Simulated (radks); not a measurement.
Results of a calculation; reference values are marked as such.
Q: These are the eigenvalues of the occupied orbitals of an atom or ion with whole-number occupations (hartree). Level of theory: scalar-relativistic Kohn-Sham, SCAN, spin-polarised, spherical densities, finite nucleus; meta-GGA in the generalised Kohn-Sham scheme; Fermi nuclear charge, rms radius of each element as measured or else 0.836 A^(1/3) + 0.57 fm (a radial shooting solver on a logarithmic mesh with Libxc functionals).

orbital  eigenvalue
1s up     -1427.115
1s down   -1427.110
2s up     -228.5210
2s down   -228.5178
2p up     -204.7509
2p down   -204.7473
3s up     -49.71964
3s down   -49.70768
3p up     -42.06834
3p down   -42.05519
3d up     -31.10541
3d down   -31.09321
4s up     -10.73199
4s down   -10.69506
4p up      -8.23664
4p down    -8.19836
4d up      -4.62492
4d down    -4.57985
5s up      -2.30266
5p up      -1.66744
5p down    -1.60452
4f up      -0.91438

Which element is it, and in what charge state? The configuration may be excited. Open shells, if any, are filled with parallel spins first.

A: Z = 57, lanthanum, charge +3: La3+ in [Kr] 4d10 5s1 5p6 4f1. The list shows which subshells hold electrons but not how many an open one holds; the 1s level, -1427.1 hartree, gives Z - s = 53.4 by -(Z - s)^2/2, which with screening and relativity narrows Z to a few neighbours, and the depths of the outer levels then fix element, charge and occupations together.
